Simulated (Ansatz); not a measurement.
Reaction (formal exchange of groups at a C–Se bond): `FC1([SeH])O[SiH2]1` + SiH₄ → `FC1([SiH3])O[SiH2]1` + H₂Se

Gas-phase electronic energies from Ansatz, PBE0-D4/def2-TZVP geometries. CCSD(T)/CBS is the MP2 limit (def2-TZVPP, def2-QZVPP) plus CCSD(T) − MP2 in def2-TZVPP, frozen cores. This one scheme is used for every species. DFT in def2-TZVPP. B3LYP here is the variant with VWN-RPA as its local correlation; programs differ in this. For Se outer-core shells are correlated without core-valence functions, which leaves a few kJ/mol of doubt a bond. Scalar relativity is left out up to krypton. One conformer a species, not always the lowest.

`FC1([SeH])O[SiH2]1`:

Z-matrix (Å, degrees):
```
C
Se 1 1.943
O 1 1.409 2 111.3
F 1 1.355 2 111.6 3 -126.1
Si 1 1.821 2 125.2 3 69.4
H 2 1.468 1 93.4 3 -168.0
H 5 1.476 1 121.3 2 166.5
H 5 1.476 1 122.2 2 0.4
```

SiH₄:

Z-matrix (Å, degrees):
```
Si
H 1 1.485
H 1 1.485 2 109.5
H 1 1.485 2 109.5 3 -120.0
H 1 1.485 2 109.5 3 120.0
```

`FC1([SiH3])O[SiH2]1`:

Cartesian coordinates in Å:
```
F 0.074 -0.760 -1.801
C 0.117 -0.137 -0.576
Si -0.013 -1.364 0.854
O 1.216 0.778 -0.504
Si -0.207 1.665 -0.541
H -0.072 -0.566 2.105
H -1.261 -2.151 0.696
H 1.166 -2.267 0.873
H -0.535 2.413 0.691
H -0.485 2.390 -1.796
```

H₂Se:

Z-matrix (Å, degrees):
```
Se
H 1 1.467
H 1 1.467 2 91.2
```

| level | ΔE (kcal/mol) | difference from CCSD(T)/CBS |
| --- | --- | --- |
| r2SCAN-D4 | -6.5 | 0.4 |
| PBE0-D4 | -6.4 | 0.5 |
| B3LYP-D4 | -6.5 | 0.4 |
| ωB97M-V | -6.9 | 0.0 |
| B2PLYP | -6.3 | 0.6 |
| PBE | -6.0 | 0.9 |
| PBE0 | -6.4 | 0.5 |
| B3LYP | -6.6 | 0.3 |
| MP2/def2-TZVPP | -5.3 | 1.6 |
| SCS-MP2/def2-TZVPP | -5.4 | 1.5 |
| CCSD/def2-TZVPP | -6.6 | 0.3 |
| CCSD(T)/def2-TZVPP | -6.3 | 0.6 |
| HF/def2-QZVPP | -7.3 | -0.4 |
| MP2/def2-QZVPP | -5.7 | 1.2 |
| SCS-MP2/def2-QZVPP | -5.9 | 1.0 |
| CCSD/CBS(def2) | -7.3 | -0.4 |
| CCSD(T)/CBS | -6.9 | 0 |

Largest T1 diagnostic among the species: 0.015.

In def2-TZVPP, CCSD(T) changes the Hartree–Fock value by +0.9 kcal/mol (the triples alone add +0.4 kcal/mol) and MP2 by +1.9 kcal/mol.
